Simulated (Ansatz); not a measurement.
A run for Ansatz (a first-principles code): R-CCSD(T)/def2-TZVPP on CH4BI (SMILES CBI), a point of a torsion scan. Elements past Kr take the def2 small-core potentials; no spin–orbit coupling. The run froze 11 orbitals, filled d shells among them.

Ansatz 0.2 input:
```yaml
crystal:
  periodic: [false, false, false]
  atoms:
    - {symbol: C, position_ang: [-0.74156466, -0.18611399, 0.02309782]}
    - {symbol: B, position_ang: [0.67015554, 0.31098021, 0.47516813]}
    - {symbol: I, position_ang: [0.88843914, 1.73344704, 2.00255130]}
    - {symbol: H, position_ang: [-1.02200151, 0.34416275, -0.89116034]}
    - {symbol: H, position_ang: [-1.53977150, -0.01010670, 0.74199708]}
    - {symbol: H, position_ang: [-0.74635156, -1.24288367, -0.24179458]}
    - {symbol: H, position_ang: [1.64308421, -0.07180475, -0.05011056]}
basis:
  gaussian:
    orbitals: def2-TZVPP
magnetization: {spin_polarized: false}
correlation: {method: ccsd_t, electrons: outside_noble_gas}
scf: {lower_state_search: off}
```

Program output:

```
WARN ansatz: RAYON_NUM_THREADS=1 ignored (pool sized by the plan → 1); use --threads N
Functional definition: HF
these checks for a lower state are left out or cut short: stability, starts, cluster_reference, orbital_swaps, neighbouring_geometries, increment
integrals: 0.49 GiB planned
1159 factors; integrals over basis functions are off by at most 8.9e-4 eV
mean field: 0.47 GiB planned
mean field evaluation 1: about -9837.4221 eV, gradient 2.6e1 eV
mean field evaluation 2: about -9837.4817 eV, gradient 2.6e1 eV
mean field evaluation 4: about -9839.3402 eV, gradient 2.4e0 eV
mean field evaluation 8: about -9839.3703 eV, gradient 2.3e-1 eV
mean field -9839.37064007 eV, -361.5902016577 hartree, gradient 2.4e-6 eV, S^2 0.000000; 0 other end points of the search recorded, 0 dependent functions left out
11 core orbitals not correlated
reference -9839.37064007 eV, -361.5902016577 hartree; 9, 9 occupied and 148, 148 virtual orbitals, 1159 factors
second order -11.37220944 eV of doubles, -0.00000000 eV of singles
coupled cluster: 1.46 GiB planned
cycle   1  -12.05720864 eV  change   -6.8e-1 eV  update   8.0e-2
cycle   2  -12.35361099 eV  change   -3.0e-1 eV  update   2.3e-2
cycle   3  -12.41452496 eV  change   -6.1e-2 eV  update   1.4e-2
cycle   4  -12.40983563 eV  change    4.7e-3 eV  update   4.8e-3
cycle   5  -12.40865027 eV  change    1.2e-3 eV  update   2.2e-3
cycle   6  -12.40872744 eV  change   -7.7e-5 eV  update   6.5e-4
cycle   7  -12.40869828 eV  change    2.9e-5 eV  update   1.9e-4
cycle   8  -12.40875169 eV  change   -5.3e-5 eV  update   5.4e-5
cycle   9  -12.40875162 eV  change    7.9e-8 eV  update   1.9e-5
perturbative correction -0.49702764 eV, -0.0182654287 hartree
Total energy: -9852.27641932 eV, -362.0644802973 hartree
Checks for a lower state left out: stability, starts, cluster_reference, orbital_swaps, neighbouring_geometries, increment
```

The calculation finished and met its thresholds.

Cost: very roughly 25 core-seconds.
